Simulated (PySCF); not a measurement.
**2-fluorothiophenol, C₆H₅FS**

Geometry:
```json
{"atom": "F1", "x (Å)": "1.286", "y (Å)": "1.852", "z (Å)": "0.508"}
{"atom": "C2", "x (Å)": "0.448", "y (Å)": "0.858", "z (Å)": "0.191"}
{"atom": "C3", "x (Å)": "-0.904", "y (Å)": "1.007", "z (Å)": "0.460"}
{"atom": "C4", "x (Å)": "-1.785", "y (Å)": "-0.021", "z (Å)": "0.135"}
{"atom": "C5", "x (Å)": "-1.297", "y (Å)": "-1.186", "z (Å)": "-0.456"}
{"atom": "C6", "x (Å)": "0.062", "y (Å)": "-1.323", "z (Å)": "-0.720"}
{"atom": "C7", "x (Å)": "0.963", "y (Å)": "-0.300", "z (Å)": "-0.400"}
{"atom": "S8", "x (Å)": "2.677", "y (Å)": "-0.505", "z (Å)": "-0.747"}
{"atom": "H9", "x (Å)": "-1.244", "y (Å)": "1.935", "z (Å)": "0.923"}
{"atom": "H10", "x (Å)": "-2.851", "y (Å)": "0.090", "z (Å)": "0.344"}
{"atom": "H11", "x (Å)": "-1.979", "y (Å)": "-1.999", "z (Å)": "-0.715"}
{"atom": "H12", "x (Å)": "0.442", "y (Å)": "-2.238", "z (Å)": "-1.183"}
{"atom": "H13", "x (Å)": "3.059", "y (Å)": "0.694", "z (Å)": "-0.263"}
```

Level of theory: PySCF 2.14.0, quadratic response CAM-B3LYP/aug-cc-pVDZ first hyperpolarisability, Taylor convention, gas phase. Geometry: PBE0-D3(BJ)/def2-SVP.

Give the tensor of the second harmonic β(−2ω;ω,ω) at 1064 nm in the axes of these coordinates.

In au, Taylor convention; rows are the first index (the induced dipole):
```tsv
	xx	yy	zz	xy	xz	yz
x	+360.7	+25.9	-13.8	+38.8	-46.7	+26.2
y	+37.3	+74.3	+19.5	+32.7	+29.0	+0.5
z	-47.2	+2.3	+47.5	+28.5	-11.0	+18.2
```
Norm of βᵢ = ⅓ Σⱼ (βᵢⱼⱼ + βⱼᵢⱼ + βⱼⱼᵢ): 401.3 au, hyper-Rayleigh value 164.8 au.
